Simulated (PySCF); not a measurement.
Gas-phase reaction: Ti(OH)₄ + 4 Cl ⇌ TiCl₄ + 2 H₂O₂

Energies from PySCF, thermal terms from the rigid-rotor harmonic-oscillator model, ideal gas at 1 bar. † marks an energy on the PBE0/def2-TZVP geometry and frequencies; other levels use their own. MP2 and CCSD(T) freeze the core. 6-31G* has spherical d functions here. Open shells (unrestricted): Cl (multiplicity 2); the rest are closed-shell singlets. Spin-orbit splitting is ignored; it lowers the true energy and changes the entropy of Cl. B3LYP is the form with VWN-RPA correlation. Ti(OH)₄: computed as isolated molecules; such fragments, hydroxides, amides, oligomers or adducts are transient or little studied in the gas. MP2 isn't extrapolated to the basis-set limit. CCSD(T) isn't extrapolated to the basis-set limit. Warning, large T1 diagnostic: Ti(OH)₄, TiCl₄ (CCSD(T)/def2-SVP†).

```tsv
level	ΔH°(298 K), kJ
B3LYP/6-31G*	-182
B3LYP/def2-TZVP†	-214
CCSD(T)/def2-SVP†	[?]
M06-2X/def2-TZVP†	[?]
MP2/def2-SVP†	-162
MP2/def2-TZVPP†	[?]
PBE0/def2-TZVP	-265
LDA/def2-TZVP†	[?]
ωB97X-V/def2-TZVP†	-242
```

**Question.** Complete the blanks.

**Answer.** 
- CCSD(T)/def2-SVP†, ΔH°(298 K), kJ: -147
- M06-2X/def2-TZVP†, ΔH°(298 K), kJ: -234
- MP2/def2-TZVPP†, ΔH°(298 K), kJ: -259
- LDA/def2-TZVP†, ΔH°(298 K), kJ: -452
